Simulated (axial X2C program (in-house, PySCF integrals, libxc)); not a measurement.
# PbBr⁺ with a deliberately poor setting

Computed with an in-house relativistic program for diatomic molecules.

Input:
```json
{"zs": [82, 35], "q": 1, "bas": ["dyall-v2z", "dyall-v2z"], "levels": ["PBE0", "HF", "PW91", "BP86"], "cc": false, "r0": 2.58, "npts": 10, "nst": 2, "ntry": 6, "opt": {"maxit": 7}}
```
```bash
python so2c.py task.json out
```

Keys: zs atomic numbers; q charge; bas basis sets; levels methods; cc coupled cluster on or off; r0 starting distance in Å; npts points on the curve; nst determinants followed; ntry starts of the search; maxit SCF iteration limit on the curve. HF also brings MP2.

**Question.** One numerical setting was spoiled on purpose. Which, and what came out?

**Answer.** Too few iterations allowed. States: spin-free M_S = 0, Λ = 0; 2c Ω = 0. The apparent results, which are not to be taken for properties of PbBr⁺:

| Hamiltonian | level | points converged | Re (Å) | ωe (cm⁻¹) | De (eV) | curve-fit residual (μEh) |
| --- | --- | --- | --- | --- | --- | --- |
| spin-free | PBE0 | 10 of 10 | 2.500 | 259 | 3.57 | 1.1 |
| spin-free | HF | 10 of 10 | 2.507 | 262 | 2.08 | 0.046 |
| spin-free | MP2 | 10 of 10 | 2.493 | 265 | 3.26 | 0.071 |
| spin-free | PW91 | 10 of 10 | 2.525 | 248 | 3.90 | 1.5 |
| spin-free | BP86 | 10 of 10 | 2.527 | 247 | 3.82 | 1.6 |
| 2c | PBE0 | 10 of 10 | 2.503 | 253 | 2.49 | 1.1 |
| 2c | HF | 9 of 10 | 2.504 | 259 | 0.89 | 0.051 |
| 2c | MP2 | 9 of 9 | 2.494 | 261 | 2.17 | 0.12 |
| 2c | PW91 | 10 of 10 | 2.530 | 241 | 2.85 | 1.5 |
| 2c | BP86 | 10 of 10 | 2.533 | 240 | 2.77 | 1.7 |
